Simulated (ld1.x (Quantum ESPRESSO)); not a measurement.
copper (Cu), TM: configuration errors across variants

* Element: Cu (Z = 29)
* Generator: ld1.x (Quantum ESPRESSO) 7.5
* Type: norm-conserving Troullier–Martins (Kleinman–Bylander form)
* Functional: LDA (PZ)
* Relativity: fully relativistic
* Frozen core: [Ne] 3s2
* Valence charge: 17
* Reference configuration: 3p6 3d10 4s1 4p0
* Partial waves: 4s (bound): rc 2.25 bohr; 3d (bound): rc 1.45 bohr; 3p (bound): rc 0.90 bohr
* Local potential: the p channel
* Core correction: none

Open shells are filled in proportion to 2j + 1 (rel_dist='average').

All-electron excitation energies from the reference (eV): (1) 3p6 3d10 4s0 4p0 8.435; (2) 3p6 3d9 4s0 4p0 30.123; (3) 3p6 3d8 4s0 4p0 69.486; (4) 3p6 3d9 4s2 4p0 2.004; (5) 3p6 3d9 4s1 4p0 11.903; (6) 3p6 3d7 4s0 4p0 129.516; (7) 3p6 3d9 4s1 4p1 6.935.

Tests that are not counted but printed errors over 1 eV. “type RRKJ; local potential the s channel; rho0 0.001”: all (the test run did not reproduce the reference configuration, from which every error is measured).

3 further variants failed, have other tests or another functional or relativity, and are left out.

A true bound ghost makes a file unfit for plane-wave use even where its test errors are small: the radial tests pick states by their node count and pass the ghost by.

The file “base” misses its own reference levels by 1.7 eV. The file “wave 4s (bound): rc 2.25 bohr becomes 4s (bound): rc 2.82 bohr” misses its own reference levels by 1.7 eV. The file “all radii scaled by about 1.35 (s 3.02, p 1.22, d 1.96 bohr)” misses its own reference levels by 1.7 eV. The file “wave 3p (bound): rc 0.90 bohr becomes 3p (bound): rc 1.36 bohr” misses its own reference levels by 1.7 eV. The file “wave 3d (bound): rc 1.45 bohr becomes 3d (bound): rc 1.48 bohr” misses its own reference levels by 1.7 eV. The file “wave 4s (bound): rc 2.25 bohr becomes 4s (bound): rc 3.10 bohr” misses its own reference levels by 1.7 eV.

Errors AE − PS in meV (a dash: test not solved or not reliable):

```csv
change,(1),(2),(3),(4),(5),(6),(7),bound ghosts
base,-5.8,-0.9,+19,-24,-5.6,+170,+9.4,"s, p1/2 (extra level of the local part)"
local potential all-electron potential smoothed inside 0.80 bohr (lloc = -1),-5.8,-1.2,+17,-17,+2.4,+163,+11,s
wave 4s (bound): rc 2.25 bohr becomes 4s (bound): rc 2.82 bohr,-4.3,-57,-123,+37,+23,-80,+26,"s, p1/2 (extra level of the local part)"
"all radii scaled by about 1.35 (s 3.02, p 1.22, d 1.96 bohr)",+5.0,-105,-25,+138,+72,+814,+74,"s, p1/2 (extra level of the local part)"
wave 3p (bound): rc 0.90 bohr becomes 3p (bound): rc 1.36 bohr,-5.9,-5.7,-10.0,-29,-11,+92,-40,"s, p1/2 (extra level of the local part)"
type RRKJ; local potential the s channel; rho0 0.001,–,–,–,–,–,–,–,none
wave 3d (bound): rc 1.45 bohr becomes 3d (bound): rc 1.48 bohr,-5.8,-0.9,+19,-24,-5.6,+170,+9.4,"s, p1/2 (extra level of the local part)"
wave 4s (bound): rc 2.25 bohr becomes 4s (bound): rc 3.10 bohr,-7.6,-108,-241,+80,+45,-281,+38,"s, p1/2 (extra level of the local part)"
```

Q: Give the same row for: core correction a·sin(br)/r model core inside 0.36 bohr.

A: -6.6, -8.2, -16, -26, -8.8, +70, +6.0; bound ghosts: s, p1/2 (extra level of the local part).
